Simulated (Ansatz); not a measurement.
Basis-set series for BH₆NOSSi (`NB(S)O[SiH3]`). The species carries charge 0 and has multiplicity 1. The geometry is a stationary point of PBE0-D4/def2-TZVP. It is one conformer, not always the lowest.

```tsv
functional	basis	functions	energy (Eh)	HOMO (eV)	LUMO (eV)
PBE0-D4	def2-TZVPP	261	-845.93412	-7.22	0.01
PBE0-D4	def2-QZVPP	491	-845.96594	-7.26	-0.16
ωB97M-V	def2-TZVPP	261	-846.26855	-9.44	1.64
ωB97M-V	def2-QZVPP	491	-846.29824	-9.49	1.24
```

Problem. Give the rows for def2-SVP. (Estimate.)

Solution. Ansatz gave: 
```
functional     basis  functions  energy (Eh)  HOMO (eV)  LUMO (eV)
   PBE0-D4  def2-SVP        108   -845.50642      -7.01       0.53
   ωB97M-V  def2-SVP        108   -845.83561      -9.20       2.41
```

Positive LUMOs are unbound and depend on the basis.
